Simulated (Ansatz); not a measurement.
`CCCCCCCCB(O)O`. The state is a singlet with charge 0. Geometry PBE0-D4/def2-SVP, basis def2-TZVP, Ansatz.

```xyz
30

C     2.882    3.987    0.789
C     1.953    3.028    0.062
C     2.027    1.600    0.581
C     1.093    0.634   -0.134
C     1.191   -0.797    0.378
C     0.285   -1.794   -0.334
C    -1.206   -1.579   -0.105
C    -2.086   -2.629   -0.788
B    -3.620   -2.383   -0.542
O    -4.331   -3.298    0.184
O    -4.176   -1.242   -1.052
H     3.933    3.670    0.698
H     2.808    5.010    0.390
H     2.646    4.032    1.865
H     0.912    3.389    0.141
H     2.186    3.033   -1.018
H     3.067    1.234    0.496
H     1.800    1.592    1.663
H     1.313    0.647   -1.217
H     0.056    1.000   -0.037
H     2.239   -1.133    0.286
H     0.969   -0.812    1.461
H     0.491   -1.769   -1.420
H     0.546   -2.816   -0.006
H    -1.504   -0.578   -0.459
H    -1.401   -1.582    0.983
H    -1.895   -2.603   -1.876
H    -1.807   -3.639   -0.444
H    -5.260   -3.087    0.315
H    -5.110   -1.115   -0.862
```

```json
{"run": "A", "HOMO (eV)": "-6.88", "LUMO (eV)": "-0.46"}
{"run": "B", "HOMO (eV)": "-8.29", "LUMO (eV)": "0.31"}
{"run": "C", "HOMO (eV)": "-7.20", "LUMO (eV)": "0.20"}
{"run": "D", "HOMO (eV)": "-6.94", "LUMO (eV)": "-0.55"}
{"run": "E", "HOMO (eV)": "-8.46", "LUMO (eV)": "0.80"}
```

The runs used PBE, PBE0, r2SCAN, r2SCAN0, revPBE. Estimate which is which.

A revPBE (0 % exact exchange); B PBE0 (25 % exact exchange); C r2SCAN (0 % exact exchange); D PBE (0 % exact exchange); E r2SCAN0 (25 % exact exchange). Exact exchange lowers occupied and raises empty levels; among semilocal functionals meta-GGAs tend to open the gap a little, and such runs are hard to tell apart. The gap grows from 6.39 eV (PBE) to 9.26 eV (r2SCAN0).
